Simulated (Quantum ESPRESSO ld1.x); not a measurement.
Results of a calculation; reference values are marked as such.
Problem. Yb V, 66 electrons, occupied as [Xe] 4f11.5 5d0.5 (fractional occupations, a model configuration). Level of theory: Dirac Kohn-Sham, relativistic LDA (MacDonald-Vosko exchange, VWN5 correlation), spin-unpolarised, spherical densities, point nucleus; open shells fill j = l - 1/2 first (ld1.x of Quantum ESPRESSO 7.5). Some entries of the table are withheld. Estimate them.

orbital,occ.,eigenvalue (hartree),r(max) (bohr)
1s1/2,2,-2234.92,0.013
2s1/2,2,-380.774,0.071
2p1/2,2,-363.613,0.053
2p3/2,4,-325.605,0.059
3s1/2,2,-87.6477,0.200
3p1/2,2,-80.0156,0.188
3p3/2,4,-71.9443,0.202
3d3/2,4,(1),(2)
3d5/2,6,(3),(4)
4s1/2,2,-19.0269,0.456
4p1/2,2,(5),0.456
4p3/2,4,(6),0.486
4d3/2,4,-8.94809,0.486
4d5/2,6,-8.60659,0.494
5s1/2,2,-3.88027,1.05
5p1/2,2,-2.97194,1.13
5p3/2,4,-2.69717,1.20
4f5/2,6,-2.29809,0.471
4f7/2,5.5,-2.24236,0.475
5d3/2,0.5,(7),1.52
5d5/2,0,(8),1.55

Solution. 
(1) 3d3/2 eigenvalue (hartree): -58.8699
(2) 3d3/2 r(max) (bohr): 0.159
(3) 3d5/2 eigenvalue (hartree): -57.0974
(4) 3d5/2 r(max) (bohr): 0.163
(5) 4p1/2 eigenvalue (hartree): -15.9269
(6) 4p3/2 eigenvalue (hartree): -14.0759
(7) 5d3/2 eigenvalue (hartree): -1.48132
(8) 5d5/2 eigenvalue (hartree): -1.45175
